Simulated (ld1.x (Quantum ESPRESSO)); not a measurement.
**Cutoff test, Ho (Z = 67), TM**

Ho (Z = 67), norm-conserving Troullier–Martins (Kleinman–Bylander form), made with ld1.x (Quantum ESPRESSO) 7.5 (PBEsol, scalar-relativistic). Core [Kr] 4d10 4f10, reference 5s2 5p6 5d1 6s1 6p1. Waves: 5s (bound): rc 1.15 bohr; 5d (bound): rc 2.85 bohr; 5p (bound): rc 1.60 bohr. Local part: the p channel. Core correction: none.

Occupied shells without a wave of their own: 6p, 6s. They enter only through the test configuration that unscreens the potential.

The pseudo-atom Hamiltonian at the reference potential is diagonalised in spherical Bessel functions j_l(qr) that vanish at 20 bohr, with q² up to the cutoff. All-electron valence levels (Ry): 5s -4.1033, 6s -0.3778, 5d -0.2413, 5p -2.2438, 6p -0.1427.

Task: How do the lowest levels (Ry) of each channel move with the cutoff, and are there ghosts?

Result:

```csv
cutoff (Ry),s #1,s #2,d #1,p #1,p #2,f #1,f #2,Σ f·Δε (mRy)
8,-3.6965,-0.3992,-0.1689,-2.0666,-0.1280,0.0807,0.1891,1974.3
12,-3.7576,-0.4030,-0.2236,-2.1782,-0.1393,0.0807,0.1890,1112.8
18,-3.9269,-0.4048,-0.2405,-2.1853,-0.1403,0.0807,0.1890,712.3
30,-4.0594,-0.4084,-0.2413,-2.2300,-0.1427,0.0807,0.1890,172.0
40,-4.0659,-0.4086,-0.2413,-2.2410,-0.1435,0.0807,0.1890,92.1
50,-4.0759,-0.4087,-0.2413,-2.2417,-0.1436,0.0807,0.1890,67.4
60,-4.0886,-0.4088,-0.2413,-2.2423,-0.1436,0.0807,0.1890,38.9
80,-4.1006,-0.4088,-0.2413,-2.2436,-0.1437,0.0807,0.1890,6.5
110,-4.1018,-0.4088,-0.2413,-2.2437,-0.1437,0.0807,0.1890,3.5
140,-4.1031,-0.4088,-0.2413,-2.2438,-0.1437,0.0807,0.1890,0.7
180,-4.1033,-0.4088,-0.2413,-2.2438,-0.1437,0.0807,0.1890,0.2
400,-4.1034,-0.4088,-0.2413,-2.2438,-0.1437,0.0807,0.1890,0.0
```

Result: no extra level below or beside the all-electron valence levels (s, d, p, f tested); 10 mRy is reached at 80 Ry and 1 mRy at 140 Ry.

The potential misses its own reference levels by up to 0.4 eV. Its largest configuration-test error is -1082 meV.
